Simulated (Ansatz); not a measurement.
Reaction (redistribution): `[F][SnH2][O]C(F)(F)F` + `O=CB(F)F` → `[F][SnH]([F])[O]C(F)(F)F` + `O=CBF`

Computed with Ansatz on PBE0-D4/def2-TZVP structures; ΔE is electronic, products minus reactants. CBS: MP2 limit from def2 TZ/QZ plus the TZ coupled-cluster correction, frozen cores. Functionals use def2-TZVPP. B3LYP here is the variant with VWN-RPA as its local correlation; programs differ in this. Elements past krypton have def2 core potentials. For Sn outer-core shells are correlated without core-valence functions, which leaves a few kJ/mol of doubt a bond. One conformer a species, not always the lowest.

Q: Is it downhill or uphill in electronic energy at CCSD(T)/CBS, and by how much? (An estimate is asked.)

A: The calculation gave: Uphill: ΔE = +1.09 eV.

Q: What do these levels give: r2SCAN-D4, B3LYP, MP2/def2-QZVPP, HF/CBS(def2), MP2/CBS(def2), CCSD/CBS(def2)? (An estimate is asked.)

A: Computed: r2SCAN-D4 1.18, B3LYP 1.17, MP2/def2-QZVPP 1.11, HF/CBS(def2) 1.13, MP2/CBS(def2) 1.08, CCSD/CBS(def2) 1.11 eV.

Largest T1 diagnostic among the species: 0.015.

From PBE to PBE0 (25 % exact exchange), in def2-TZVPP and without D4, ΔE moves by +0.05 eV.
